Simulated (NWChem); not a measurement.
Program: NWChem. System: F4Zr, charge 1, spin multiplicity 2, at the geometry of a parent with another charge or spin, in a state set for the comparison that need not be this species' ground state. Its SCF solution wasn't tested for a lower state.

The NWChem input:

```
start mol
memory heap 200 mb stack 900 mb global 1100 mb
charge 1
geometry units angstroms nocenter noautoz
  Zr     0.000000     0.000000     0.000004
  F      0.000000     1.547475    -1.094230
  F      0.000000    -1.547475    -1.094230
  F     -1.547492     0.000000     1.094220
  F      1.547492     0.000000     1.094220
  symmetry group C2v
end
basis spherical
  * library def2-svpd
end
ecp
  Zr library def2-ecp
end
dft
  xc xpbe96 cpbe96
  odft
  mult 2
  semidirect memsize 60000000 filesize 0
  iterations 100
end
task dft energy
```

The output up to the point where the run's verdict is printed (cleaned and shortened):

```
             Northwest Computational Chemistry Package (NWChem) 7.3.0
             --------------------------------------------------------

                                NWChem Input Module
                                -------------------

 Scaling coordinates for geometry "geometry" by  1.889725989
 (inverse scale =  0.529177249)

 Turning off AUTOSYM since
 SYMMETRY directive was detected!

                             Geometry "geometry" -> ""
                             -------------------------

 Output coordinates in angstroms (scale by  1.889725989 to convert to a.u.)

  No.       Tag          Charge          X              Y              Z
 ---- ---------------- ---------- -------------- -------------- --------------
    1 Zr                  40.0000     0.00000000     0.00000000     0.00000400
    2 F                    9.0000     0.00000000     1.54747500    -1.09423000
    3 F                    9.0000     0.00000000    -1.54747500    -1.09423000
    4 F                    9.0000    -1.54749200     0.00000000     1.09422000
    5 F                    9.0000     1.54749200     0.00000000     1.09422000

 Effective nuclear repulsion energy (a.u.)     485.1589316966

            Nuclear Dipole moment (a.u.)
            ----------------------------
        X                 Y               Z
 ---------------- ---------------- ----------------
     0.0000000000     0.0000000000    -0.0000377945

      Symmetry information
      --------------------

 Group name             C2v
 Group number             16
 Group order               4
 No. of unique centers     3

      Symmetry unique atoms

     1    2    4


 Summary of "ao basis" -> "" (spherical)
 ------------------------------------------------------------------------------
       Tag                 Description            Shells   Functions and Types
 ---------------- ------------------------------  ------  ---------------------
 *                         def2-svpd                  on all atoms

 Summary of "ao basis" -> "ao basis" (spherical)
 ------------------------------------------------------------------------------
[...]
 d= 0,ls=0.5,diis    75   -445.6317493143  4.14D-05  1.55D-05  1.38D-03    40.8
                                                     2.65D-05  1.46D-03
 d= 0,ls=0.5,diis    76   -445.6317302687  1.90D-05  4.75D-05  1.49D-03    41.3
                                                     5.86D-05  1.54D-03
 d= 0,ls=0.5,diis    77   -445.6320825422 -3.52D-04  1.70D-05  6.65D-04    41.8
                                                     4.25D-05  7.58D-04
 d= 0,ls=0.5,diis    78   -445.6322171432 -1.35D-04  1.38D-05  4.54D-04    42.3
                                                     4.29D-05  5.21D-04
 d= 0,ls=0.5,diis    79   -445.6323359836 -1.19D-04  9.28D-06  2.66D-04    42.8
                                                     3.74D-05  3.35D-04
 d= 0,ls=0.5,diis    80   -445.6323987929 -6.28D-05  2.29D-05  2.00D-04    43.3
                                                     3.37D-05  2.65D-04
 d= 0,ls=0.5,diis    81   -445.6323857423  1.31D-05  1.69D-05  3.03D-04    43.8
                                                     2.93D-05  3.58D-04
 d= 0,ls=0.5,diis    82   -445.6323702769  1.55D-05  1.52D-05  3.90D-04    44.3
                                                     2.69D-05  4.43D-04
 d= 0,ls=0.5,diis    83   -445.6323461131  2.42D-05  7.30D-06  4.87D-04    44.9
                                                     2.43D-05  5.39D-04
 d= 0,ls=0.5,diis    84   -445.6323486527 -2.54D-06  4.36D-06  5.06D-04    45.4
                                                     2.42D-05  5.66D-04
 d= 0,ls=0.5,diis    85   -445.6323851813 -3.65D-05  4.36D-06  4.42D-04    45.9
                                                     2.52D-05  5.09D-04
 d= 0,ls=0.5,diis    86   -445.6324299846 -4.48D-05  1.92D-05  3.72D-04    46.5
                                                     3.43D-05  4.35D-04
 d= 0,ls=0.5,diis    87   -445.6325268318 -9.68D-05  2.03D-05  1.82D-04    47.0
                                                     2.57D-05  2.42D-04
 d= 0,ls=0.5,diis    88   -445.6325079084  1.89D-05  2.21D-05  2.81D-04    47.5
                                                     2.49D-05  3.23D-04
 d= 0,ls=0.5,diis    89   -445.6324576923  5.02D-05  1.12D-05  4.42D-04    48.1
                                                     2.02D-05  4.69D-04
 d= 0,ls=0.5,diis    90   -445.6324325785  2.51D-05  3.49D-06  5.18D-04    48.6
                                                     1.86D-05  5.47D-04
 d= 0,ls=0.5,diis    91   -445.6324449742 -1.24D-05  5.21D-06  4.99D-04    49.1
                                                     1.81D-05  5.35D-04
 d= 0,ls=0.5,diis    92   -445.6324482828 -3.31D-06  4.19D-06  5.14D-04    49.6
                                                     1.89D-05  5.43D-04
 d= 0,ls=0.5,diis    93   -445.6324829522 -3.47D-05  1.92D-06  4.44D-04    50.2
                                                     1.84D-05  4.79D-04
 d= 0,ls=0.5,diis    94   -445.6325068411 -2.39D-05  4.74D-06  4.10D-04    50.7
                                                     2.01D-05  4.42D-04
 d= 0,ls=0.5,diis    95   -445.6325437769 -3.69D-05  5.31D-06  3.45D-04    51.2
                                                     2.09D-05  3.74D-04
 d= 0,ls=0.5,diis    96   -445.6325849494 -4.12D-05  5.91D-06  2.71D-04    51.8
                                                     2.19D-05  3.00D-04
 d= 0,ls=0.5,diis    97   -445.6326272944 -4.23D-05  1.49D-05  1.94D-04    52.3
                                                     2.80D-05  2.24D-04
 d= 0,ls=0.5,diis    98   -445.6326854342 -5.81D-05  1.24D-05  8.33D-05    52.8
                                                     2.02D-05  1.13D-04
 d= 0,ls=0.5,diis    99   -445.6326859547 -5.21D-07  7.59D-06  1.12D-04    53.4
                                                     1.86D-05  1.38D-04
 d= 0,ls=0.5,diis   100   -445.6326921712 -6.22D-06  5.29D-06  1.22D-04    53.9
                                                     1.74D-05  1.44D-04
```

Convergence was not reached. The next line reads: Calculation failed to converge. NWChem stopped with the message: dft energy failed.
